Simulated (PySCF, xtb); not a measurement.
C4H9FSi, SMILES CC/C=C(\F)[SiH3].

GFN2-xTB (xtb 6.7.1) at its own geometry gives an orbital gap of 4.42 eV and a dipole moment of 1.89 D.

Geometry optimised at PBE0-D3(BJ)/def2-SVP. The structure was generated by enumeration; whether it is a known compound was not checked. One conformer was computed; it need not be the lowest.

Task: What does PySCF with PBE/def2-TZVP give? (The exact figures need the calculation; the answer reports its results.)

Result: gap 4.98 eV (levels -6.12 and -1.14 eV), dipole 1.35 D.
